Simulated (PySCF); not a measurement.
A PySCF script (with the pyscf-properties extension) for the NMR shieldings of `c1(C(C)C)cpc(C=C)[p-]1`, [C8H11P2]-, on a GFN2-xTB geometry:

```python
import basis_set_exchange as bse
import numpy as np
from pyscf import gto, dft
from pyscf.prop import nmr

atoms = """
C     4.297289    0.817224   -0.332833
C     3.608195   -0.320475   -0.226705
C     2.181607   -0.440586   -0.125559
P     1.457911   -2.032974    0.010828
C    -0.164752   -1.423523    0.085930
C    -0.353184   -0.061047    0.023747
C    -1.717184    0.581930    0.080401
C    -2.589577    0.127900   -1.091047
C    -2.410775    0.285565    1.411158
P     1.082951    0.927375   -0.128694
H     3.787701    1.768041   -0.350028
H     5.374864    0.834889   -0.406855
H     4.146775   -1.266236   -0.212357
H    -0.992033   -2.119114    0.180263
H    -1.573973    1.667851    0.003178
H    -3.558396    0.630104   -1.072110
H    -2.754545   -0.947060   -1.045610
H    -2.095538    0.356402   -2.033235
H    -1.793465    0.635756    2.236160
H    -2.560470   -0.786027    1.528921
H    -3.382323    0.780949    1.463977
"""
names = dict.fromkeys(["C", "P", "H"], "pcSseg-1")
basis = {el: gto.basis.parse(bse.get_basis(n, elements=[el], fmt="nwchem")) for el, n in names.items()}
mol = gto.M(atom=atoms, basis=basis, charge=-1, verbose=0)
mf = dft.RKS(mol, xc="PBE0")
mf.grids.level = 2
mf.grids.alignment = dft.numint.BLKSIZE   # the property module wants whole blocks of grid points
mf.conv_tol = 1e-9
mf.kernel()

calc = nmr.RKS(mf)   # GIAO
C = mf.mo_coeff
Co = C[:, mf.mo_occ > 0]
resp = mf.gen_response(singlet=True, hermi=2)
def vind(x):   # induced exchange potential for any number of trial vectors
    d = np.einsum("pi,xij,qj->xpq", C, 2 * x.reshape(-1, C.shape[1], Co.shape[1]), Co, optimize=True)
    return np.einsum("xpq,pi,qj->xij", resp(d - d.transpose(0, 2, 1)), C, Co, optimize=True).ravel()
mo1, _ = nmr.rhf.solve_mo1(calc, with_cphf=vind)
sigma = calc.kernel(mo1)
for i, s in enumerate(sigma):   # ppm
    w = np.linalg.eigvalsh((s + s.T) / 2)
    print("%2d %-2s iso %8.1f  s11 %8.1f  s22 %8.1f  s33 %8.1f" % (i, mol.atom_pure_symbol(i), w.mean(), *w))
```

Task: What does it print?

Result: 
```
 0 C  iso     92.3  s11     -0.3  s22    121.8  s33    155.3
 1 C  iso     35.9  s11    -82.1  s22     42.0  s33    147.8
 2 C  iso     -0.5  s11   -130.0  s22    -12.8  s33    141.3
 3 P  iso    100.3  s11   -105.7  s22     93.7  s33    312.9
 4 C  iso     49.1  s11    -67.2  s22     56.4  s33    158.2
 5 C  iso     12.1  s11    -90.8  s22     -3.1  s33    130.0
 6 C  iso    150.4  s11    144.3  s22    146.5  s33    160.4
 7 C  iso    157.5  s11    141.7  s22    147.9  s33    183.0
 8 C  iso    157.3  s11    141.6  s22    147.4  s33    182.9
 9 P  iso    157.5  s11    -27.8  s22    132.8  s33    367.5
10 H  iso     25.8  s11     21.9  s22     25.5  s33     29.9
11 H  iso     27.8  s11     25.7  s22     25.9  s33     31.7
12 H  iso     24.6  s11     22.0  s22     22.9  s33     28.9
13 H  iso     24.1  s11     21.4  s22     22.2  s33     28.7
14 H  iso     28.4  s11     23.3  s22     28.4  s33     33.5
15 H  iso     30.8  s11     26.9  s22     27.8  s33     37.6
16 H  iso     30.3  s11     26.2  s22     30.3  s33     34.4
17 H  iso     30.4  s11     26.4  s22     29.1  s33     35.7
18 H  iso     30.4  s11     26.3  s22     29.1  s33     35.6
19 H  iso     30.3  s11     26.2  s22     30.3  s33     34.4
20 H  iso     30.8  s11     27.0  s22     27.7  s33     37.6
```

These numbers come from an equivalent density-fitted implementation of the same equations, which agrees with the script to about 0.01 ppm for H and up to a few tenths of a ppm for heavy atoms, so last digits may differ.

Task: Turn these shieldings into chemical shifts. Chemical shifts δ = σref − σ; ¹³C (σref 186.93) and ¹H (σref 31.72) against TMS; ³¹P (σref 318.38) against H3PO4, all at this level.

Result: Averaging equivalent atoms: C 2: 187.4; C 5: 174.9; C 1: 151.0; C 4: 137.8; C 0: 94.6; C 6: 36.5; C 7/8: 29.5; P 3: 218.1; P 9: 160.9; H 13: 7.63; H 12: 7.13; H 10: 5.96; H 11: 3.94; H 14: 3.32; H 15/16/17/18/19/20: 1.24 ppm. Experimental scales use liquid or dissolved standards, which lie at an offset from isolated H3PO4.

Size and cost of the density-fitted run: 239 basis functions, about 2.4 core-minutes.
